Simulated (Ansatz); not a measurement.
Potential energy curve for K(OtBu), SMILES CC(C)([O][K])C (C₄H₉KO). The C3–C12 bond (C3 also carries C, C, O; C12 carries H, H, H) is stretched with both fragments frozen at the PBE0/def2-SVP optimised geometry.

- UKS-PBE0 = unrestricted PBE0/def2-SVP run with Ansatz (a quantum-chemistry and plane-wave program)
- RKS-PBE0 = restricted PBE0/def2-SVP in Ansatz
- UKS-BLYP = unrestricted BLYP/def2-SVP in Ansatz
- RKS-BLYP = restricted BLYP/def2-SVP in Ansatz
- UKS-PBE = unrestricted PBE/def2-SVP in Ansatz
- RKS-PBE = restricted PBE/def2-SVP in Ansatz

Scanned distances (Å): 1.27, 1.34, 1.46, 1.49, 1.54, 1.57, 1.63, 1.76, 1.86, 2.03, 2.27, 2.54, 2.88, 3.22, 3.75, 4.42.

Question: Where does the unrestricted solution first break spin symmetry (<S²> of 0.01 or more)?

Answer: UKS-PBE0: between 2.54 and 2.88 Å; UKS-BLYP: between 2.88 and 3.22 Å; UKS-PBE: between 2.88 and 3.22 Å.

| R / Å | <S²> UKS-PBE0 | E(RKS-PBE0) − E(UKS-PBE0) / mEh | <S²> UKS-BLYP | E(RKS-BLYP) − E(UKS-BLYP) / mEh | <S²> UKS-PBE | E(RKS-PBE) − E(UKS-PBE) / mEh |
|---|---|---|---|---|---|---|
| 1.27 | 0.00 | 0.0 | 0.00 | 0.0 | 0.00 | 0.0 |
| 1.34 | 0.00 | 0.0 | 0.00 | 0.0 | 0.00 | 0.0 |
| 1.46 | 0.00 | 0.0 | 0.00 | 0.0 | 0.00 | 0.0 |
| 1.49 | 0.00 | 0.0 | 0.00 | 0.0 | 0.00 | 0.0 |
| 1.54 | 0.00 | 0.0 | 0.00 | 0.0 | 0.00 | 0.0 |
| 1.57 | 0.00 | 0.0 | 0.00 | 0.0 | 0.00 | 0.0 |
| 1.63 | 0.00 | 0.0 | 0.00 | 0.0 | 0.00 | 0.0 |
| 1.76 | 0.00 | 0.0 | 0.00 | 0.0 | 0.00 | 0.0 |
| 1.86 | 0.00 | 0.0 | 0.00 | 0.0 | 0.00 | 0.0 |
| 2.03 | 0.00 | 0.0 | 0.00 | 0.0 | 0.00 | 0.0 |
| 2.27 | 0.00 | 0.0 | 0.00 | 0.0 | 0.00 | 0.0 |
| 2.54 | 0.00 | 0.0 | 0.00 | 0.0 | 0.00 | 0.0 |
| 2.88 | 0.45 | 4.3 | 0.00 | 0.0 | 0.00 | 0.0 |
| 3.22 | 0.70 | 13.6 | 0.38 | 1.9 | 0.40 | 2.1 |
| 3.75 | 0.88 | 27.2 | 0.67 | 8.1 | 0.69 | 9.0 |
| 4.42 | 0.97 | 40.0 | 0.80 | 14.3 | 0.82 | 15.6 |
